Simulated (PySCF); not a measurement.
Two species compared at the same levels of theory.

First species: C4H3ClO3.
Geometry (GFN2-xTB, Å), atoms numbered from 1 in this order:
```
atom  x, y, z in Å
C1    -1.6445   -0.3921   -0.1632
C2    -0.2086   -0.0673   -0.0306
O3     0.7441   -0.9745   -0.4394
C4     1.9643   -0.4395   -0.2117
O5     3.0033   -0.9558   -0.4483
O6     1.8018    0.7945    0.3355
C7     0.4484    1.0059    0.4396
Cl8   -0.0994    2.4660    1.0879
H9    -1.8894   -0.5825   -1.2067
H10   -1.8776   -1.2910    0.4048
H11   -2.2368    0.4388    0.2061
```

Second species: ethylketene, C4H6O.
SMILES: `CCC=C=O`

Levels: wB97X-D/def2-SVPD for dipole moment, HOMO energy, LUMO energy, HOMO–LUMO gap, static isotropic polarisability and electronic spatial extent ⟨r²⟩ about the centre of nuclear charge; TDDFT wB97X-D/def2-SVPD for lowest singlet excitation; TDA wB97X-D/def2-SVPD for lowest triplet excitation (Tamm–Dancoff); GFN2-xTB for rotational constant A and rotational constant C. Geometries: GFN2-xTB. All species are isolated and taken at one optimised geometry, non-relativistic unless stated; the electronic structure was computed with PySCF and density fitting.

The conformers computed, where there is a choice (atom-mapped SMILES and torsion angles):
- `[CH3:1][CH2:2][CH:3]=[C:4]=[O:5]`: C1–C2–C3–C4 112°

```csv
property,column X,column Y
dipole moment,2.13 D,4.65 D
HOMO energy,-8.55 eV,-9.00 eV
LUMO energy,0.94 eV,1.56 eV
HOMO–LUMO gap,9.49 eV,10.56 eV
lowest singlet excitation,3.66 eV,6.34 eV
lowest triplet excitation (Tamm–Dancoff),3.33 eV,4.15 eV
static isotropic polarisability,52.0 au,68.8 au
electronic spatial extent ⟨r²⟩ about the centre of nuclear charge,531 bohr²,1103 bohr²
rotational constant A,18.066 GHz,2.911 GHz
rotational constant C,2.366 GHz,0.958 GHz
```

Problem. Which column belongs to which species?

Solution. Column X is the second species and column Y the first. The first has 11 atoms and 68 electrons, the second 11 and 38.

Problem. How does each property change from the first species to the second?

Solution. dipole moment -2.52 D; HOMO energy +0.45 eV; LUMO energy -0.62 eV; HOMO–LUMO gap -1.07 eV; lowest singlet excitation -2.68 eV; lowest triplet excitation (Tamm–Dancoff) -0.82 eV; static isotropic polarisability -16.8 au; electronic spatial extent ⟨r²⟩ about the centre of nuclear charge -572 bohr²; rotational constant A +15.155 GHz; rotational constant C +1.408 GHz.

On the first: In wavenumbers S1 is 51100 cm⁻¹ (1 eV = 8065.54 cm⁻¹). No computed singlet falls in the visible range (750 to 380 nm, 1.65 to 3.26 eV); S1 lies 3.08 eV above its blue end.

On the second: A dipole of 2.13 D is allowed in C1, and pure rotational transitions are dipole-allowed. The dipole matches unit charges of opposite sign 0.44 Å apart (1 e·Å = 4.8032 D).
